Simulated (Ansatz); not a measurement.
One change: `C[S][GeH3]` becomes `C[O][GeH3]`.

Ansatz, PBE0-D4/def2-TZVP geometries, multiplicity 1. 

Scalar relativity is left out up to krypton.

```
                                          property  `C[S][GeH3]`
size of the dipole moment (ωB97M-V/def2-TZVPP) / D          1.39
    zero-point energy (PBE0-D4/def2-TZVP) / kJ/mol         163.4
  size of the dipole moment (B3LYP/def2-TZVPP) / D          1.38
               HOMO–LUMO gap (PBE/def2-TZVPP) / eV          4.80
    size of the dipole moment (PBE/def2-TZVPP) / D          1.36
                 LUMO energy (PBE/def2-TZVPP) / eV         -0.75
```

Q: Give the same properties after the change, and the shifts. (Estimate.)

A: Ansatz gave: 
| property | `C[O][GeH3]` | shift |
| --- | --- | --- |
| size of the dipole moment (ωB97M-V/def2-TZVPP) / D | 1.14 | -0.25 |
| zero-point energy (PBE0-D4/def2-TZVP) / kJ/mol | 170.8 | 7.4 |
| size of the dipole moment (B3LYP/def2-TZVPP) / D | 1.11 | -0.27 |
| HOMO–LUMO gap (PBE/def2-TZVPP) / eV | 5.64 | 0.84 |
| size of the dipole moment (PBE/def2-TZVPP) / D | 1.00 | -0.36 |
| LUMO energy (PBE/def2-TZVPP) / eV | -0.57 | 0.18 |

With PBE0 the HOMO falls by 1.00 eV and the LUMO rises by 0.17 eV, so the gap widens by about 1.17 eV. PBE moves the HOMO by -0.65 eV and ωB97M-V by -1.19 eV. Dipoles are sizes alone; their direction can turn.

B3LYP here is the variant with VWN-RPA as its local correlation; programs differ in this.
